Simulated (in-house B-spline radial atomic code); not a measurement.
**Binding energies in the silver ion Ag¹⁷⁺**

NIST's tabulated ground configuration is [Ar] 3d10 4s2; each binding energy is the energy of the ion with one electron taken from that subshell, relaxed, less that of the parent. Computed with a radial B-spline atomic code at the basis-set limit: Dirac-Hartree-Fock, average of configuration, Fermi nucleus of rms radius 4.5454 fm. Energies include first-order Breit, QED and recoil terms.

```tsv
subshell	X-ray name	binding energy (eV)	-ε (eV)	relaxation (eV)
1s	K	25989.9	26116.7	48.3
2s	L1	4279.1	4307.1	20.0
2p1/2	L2	3992.7	4023.5	23.0
2p3/2	L3	3819.3	3846.9	22.1
3s	M1	1163.1	1168.0	3.5
3p1/2	M2	1047.9	1053.0	3.9
3p3/2	M3	1015.7	1020.1	3.6
3d3/2	M4	817.3	822.3	4.7
3d5/2	M5	811	815.7	4.5
4s	N1	469.2	469.8	0.2
```

Relaxation = -ε minus the binding energy without Breit, QED and recoil terms.

Emission lines follow as differences of binding energies, with λ = 12398.42 eV·Å / E:

```tsv
line	holes	energy (eV)	wavelength (Å)
K-L3	1s → 2p3/2	22170.6	0.55923
K-L2	1s → 2p1/2	21997.2	0.56364
K-M3	1s → 3p3/2	24974.2	0.49645
L3-M5	2p3/2 → 3d5/2	3008.3	4.1214
L2-M4	2p1/2 → 3d3/2	3175.4	3.9045
L1-M3	2s → 3p3/2	3263.4	3.7992
L3-M1	2p3/2 → 3s	2656.2	4.6677
```

Task: What screening constant σ does Moseley's law, E = (3/4)·13.6057 eV·(Z - σ)², need for K-L3?

Result: σ = 0.39.

Moseley's non-relativistic formula needs a falling, then negative, screening constant for heavy elements, because relativity binds the 1s electron more strongly than the formula allows.

Task: What does it cost to remove both a 3d5/2 and a 4s electron?

Result: 1316.8 eV, which is 36.63 eV more than the two single binding energies together.

Task: What does it cost to remove both a 3s and a 3p3/2 electron?

Result: 2232 eV, which is 53.18 eV more than the two single binding energies together.

Task: What does it cost to remove two 3p1/2 electrons?

Result: 2157.7 eV, which is 61.98 eV more than the two single binding energies together.
